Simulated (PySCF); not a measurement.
Working out the ionisation energy of N³⁺

N³⁺ [He] 2s2 (1S) → N⁴⁺ [He] 2s1 (2S). Calculation: PySCF 2.14, in an even-tempered Gaussian basis (16 s from 0.2 bohr⁻², ratio 2.5; 8 p from 0.37 bohr⁻², ratio 2.7; 5 d from 1.1 bohr⁻², ratio 2.7; 5 f from 1.7 bohr⁻², ratio 2.7); the non-relativistic Hamiltonian (point nucleus). Frozen: nothing; the 10 highest virtual orbitals dropped. Energies in hartree (1 hartree = 27.21139 eV):

```tsv
part	N³⁺ (lower)	N⁴⁺ (upper)
UHF	-51.082171	-48.326801
MP2 opposite-spin	-0.100376	-0.045343
MP2 same-spin	-0.002636	-0.001438
```

What does Hartree-Fock give?

(-48.326801) − (-51.082171) = 2.755370 hartree = 74.977 eV.

What do MP2 and SCS-MP2 (6/5 opposite-spin, 1/3 same-spin) give?

The opposite-spin parts differ by 1.498 eV and the same-spin parts by 0.033 eV. MP2: 74.977 + (1.498) + (0.033) = 76.508 eV. SCS-MP2: 74.977 + 1.2 × (1.498) + (0.033)/3 = 76.786 eV.

Measured between the centres of the two terms (NIST): 77.474 eV, so MP2 (all electrons) is off by -0.966 eV.

What remains against the reference includes basis incompleteness and correlation beyond second order.
